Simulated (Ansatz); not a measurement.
Ansatz results at the PBE0-D4/def2-TZVP geometry: size of the dipole moment (B3LYP/def2-TZVPP) 1.74 D; HOMO–LUMO gap (ωB97M-V/def2-TZVPP) 9.48 eV; size of the dipole moment (PBE/def2-TZVPP) 1.70 D.

Task: Which molecule gave them?
A. `B[NH][Al]([F])[SH]`
B. `[SiH3]S[AsH][SiH3]`
C. `S=CB(S)Cl`
D. `[CH3][Al]([SiH3])[Br]`

Result: D. The others give `S=CB(S)Cl`: 2.18, 7.58, 2.15; `[SiH3]S[AsH][SiH3]`: 0.94, 9.96, 0.88; `B[NH][Al]([F])[SH]`: 3.13, 11.08, 3.06.

B3LYP here is the variant with VWN-RPA as its local correlation; programs differ in this.
